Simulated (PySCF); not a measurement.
Working out the ionisation energy of Ge⁺

Ge⁺ [Ar] 3d10 4s2 4p1 (2P) → Ge²⁺ [Ar] 3d10 4s2 (1S). Calculation: PySCF 2.14, in aug-cc-pwCVDZ-PP with ECP10MDF (6s5p4d1f, 48 functions); scalar relativity through the core potential. Frozen: nothing. Energies in hartree (1 hartree = 27.21139 eV):

| part | Ge⁺ (lower) | Ge²⁺ (upper) |
| --- | --- | --- |
| UHF | -293.069816 | -292.510115 |
| CCSD correlation | -0.404924 | -0.392656 |
| (T) | -0.009651 | -0.009173 |

Task: What does Hartree-Fock give?

Result: (-292.510115) − (-293.069816) = 0.559701 hartree = 15.230 eV.

Task: What do CCSD and CCSD(T) give?

Result: The CCSD correlation energies differ by 0.012268 hartree = 0.334 eV and the triples by 0.000478 hartree = 0.013 eV, so CCSD gives 15.564 eV and CCSD(T) 15.577 eV.

Measured between the centres of the two terms (NIST): 15.789 eV, so CCSD(T) (valence and next inner shell) is off by -0.212 eV.

A double-zeta basis recovers only part of the correlation energy.

What remains against the reference includes basis incompleteness and higher excitations.
